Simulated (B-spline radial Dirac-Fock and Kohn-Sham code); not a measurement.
Sb⁺ 5p3/2: cross section and angular parameters

System: Sb⁺, [Kr] 4d10 5s2 5p2; threshold 14.43 eV (orbital energy of the model). These are calculated numbers from a radial B-spline solver; the model is Dirac-Hartree-Slater photoionisation with a Latter tail; cross sections with all multipoles, angular parameters from the dipole term and its interference with E2.

```tsv
hν (eV)	σ (kb)	β	γ	δ
66.8	50.1	-0.060	0.195	-0.027
75.8	40.2	-0.164	0.099	-0.015
100	27.5	-0.011	-0.043	0.012
126	21.5	0.283	-0.045	0.024
139	19.5	0.418	-0.024	0.026
228	12.1	1.023	0.145	0.020
300	8.99	1.256	0.198	0.012
444	5.56	1.487	0.180	0.004
600	3.66	1.601	0.112	0.001
800	2.35	1.670	0.036	0.000
1130	1.30	1.714	-0.024	0.000
1150	1.26	1.715	-0.026	0.000
1510	0.761	1.723	-0.020	0.002
1560	?	?	?	?
2410	0.298	1.697	0.123	0.005
2984.4	0.188	1.669	0.247	0.007
3390	0.141	1.648	0.337	0.010
4170	0.0872	1.608	0.505	0.014
4860	0.0603	1.573	0.645	0.019
5330	0.0480	1.549	0.736	0.023
5414.7	0.0461	1.545	0.752	0.024
6060	0.0347	1.515	0.868	0.029
9880	0.00940	1.355	1.407	0.067
10300	0.00837	1.339	1.454	0.071
10400	0.00814	1.336	1.465	0.072
11700	0.00583	1.290	1.599	0.086
12000	0.00543	1.280	1.628	0.089
12800	0.00451	1.253	1.701	0.098
13500	0.00386	1.231	1.760	0.106
15000	0.00283	1.186	1.875	0.123
```

Task: Give the values at 1560 eV.

Result: σ = 0.715 kb, β = 1.723, γ = -0.016, δ = 0.002.
